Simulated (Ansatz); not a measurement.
Consider the atomization: `[CH2]1O[SiH2][AlH]1` → Al• + C• + 5 H• + O• + Si•.

Computed with Ansatz on PBE0-D4/def2-TZVP structures; ΔE is electronic, products minus reactants. CBS: MP2 limit from def2 TZ/QZ plus the TZ coupled-cluster correction, frozen cores. This one scheme is used for every species, atoms too. DFT in def2-TZVPP. No spin–orbit coupling; open shells (•) take unrestricted orbitals. Spin–orbit coupling would lower the free atoms: a little for Al, C, O, Si.

**Question.** What is ΔE at CCSD(T)/CBS? (Estimate.)

**Answer.** Ansatz gave: +703.6 kcal/mol.

**Question.** What do these levels give: PBE-D4, revPBE-D4, r2SCAN-D4, r2SCANh-D4, CAM-B3LYP-D4, B2PLYP, CAM-B3LYP, LC-ωPBE, HF/def2-TZVPP, MP2/def2-TZVPP, SCS-MP2/def2-TZVPP, HF/CBS(def2)? (Estimate.)

**Answer.** Computed: PBE-D4 709.6, revPBE-D4 693.2, r2SCAN-D4 704.8, r2SCANh-D4 699.9, CAM-B3LYP-D4 703.9, B2PLYP 692.2, CAM-B3LYP 700.2, LC-ωPBE 699.8, HF/def2-TZVPP 504.0, MP2/def2-TZVPP 692.0, SCS-MP2/def2-TZVPP 691.2, HF/CBS(def2) 505.7 kcal/mol.

Largest T1 diagnostic among the species: 0.018.

At CCSD(T), def2-SVP lies −49.7 kcal/mol from the extrapolated value and def2-TZVPP −20.6 kcal/mol: correlation converges slowly with the basis, and small sets miss more of it in the bonded molecule than in its fragments. From BLYP to BHLYP (50 % exact exchange), in def2-TZVPP and without D4, ΔE moves by −12.4 kcal/mol: exact exchange takes away binding that semilocal exchange gives to molecules. Leaving LDA and LC-ωPBE aside and taking each functional with its dispersion term where it has one, the values, not all of them listed here, spread over 28.3 kcal/mol, from BHLYP-D4 to PBE-D4. LDA lies +95.5 kcal/mol from PBE without D4, its usual overbinding.

For atomizations the MP2-based limit and the directly extrapolated one differ by several kJ/mol either way, and by 10 to 25 for some Ge, Se and Sn compounds, so smaller differences from it don't rank the levels.
